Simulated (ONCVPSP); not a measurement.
## Scattering properties, ONCV potential for P

- Element: phosphorus (P)
- Generator: ONCVPSP 4.0.1
- Type: optimised norm-conserving Vanderbilt (ONCV)
- Functional: PBE
- Relativity: scalar-relativistic
- Frozen core: [Ne]
- Valence charge: 5
- Reference configuration: 3s2 3p3
- Partial waves: 3s: rc 1.45 bohr, ncon 4, nbas 8, qcut 5.7 1/bohr, 2 projectors, debl 1 Ha; 3p: rc 1.35 bohr, ncon 4, nbas 7, qcut 7.3 1/bohr, 3 projectors, debl 2.4 Ha
- Local potential: polynomial inside 0.90 bohr (lpopt 1, dvloc0 0 Ha)
- Core correction: none

The phase is arctan(r·R′/R) of the radial function R(r), unwrapped; energies in Ha, scanned from -2 to 5 Ha. A pole is an energy at which the radial function vanishes at the test radius. The pseudo phase is shifted by a multiple of π to meet the all-electron one at the reference energy, and phase errors are pseudo minus all-electron; the curves can meet again beyond the range given. Levels narrower than the energy grid can be missing from the lists of poles.

```
channel  radius (bohr)  reference energy (Ha)  poles, all-electron  poles, pseudo  unbroken range about the reference energy with phases within 0.05 rad  phase error 1 Ha above the reference energy (rad)
      s           1.47                  -0.51                 3.17     2.79, 4.06                                                              below 2.9                                             +0.000
      p           1.37                  -0.20                 4.52           4.52                                                        the whole range                                             -0.000
```

Note: ghosts flagged at negative energy: p at -131.3 eV; GHOST(+) flagged for s at 89.5 eV. A true bound ghost makes a file unfit for plane-wave use.

Phases in the p channel:

```tsv
E (Ha)	all-electron	pseudo
-1.98	0.970	0.969
-1.80	0.922	0.921
-1.62	0.865	0.865
-1.44	0.799	0.799
-1.26	0.720	0.720
-1.08	0.625	0.625
-0.90	0.512	0.511
-0.72	0.377	0.377
-0.54	0.220	0.220
-0.36	0.043	0.043
-0.18	-0.144	-0.144
0.00	-0.330	-0.330
0.18	-0.503	-0.503
0.36	-0.657	-0.657
0.54	-0.788	-0.788
0.72	-0.898	-0.898
0.90	-0.990	-0.990
1.08	-1.066	-1.066
1.26	-1.131	-1.131
1.44	-1.185	-1.185
1.62	-1.232	-1.232
1.80	-1.272	-1.272
1.98	-1.308	-1.308
2.16	-1.339	-1.339
2.34	-1.367	-1.367
2.52	-1.392	-1.392
2.70	-1.414	-1.414
2.88	-1.435	-1.435
3.06	-1.454	-1.454
3.24	-1.471	-1.471
3.42	-1.487	-1.487
3.60	-1.503	-1.503
3.78	-1.517	-1.517
3.96	-1.531	-1.531
4.14	-1.544	-1.544
4.32	-1.557	-1.557
4.50	-1.569	-1.569
4.68	-1.581	-1.581
4.86	-1.593	-1.593
```
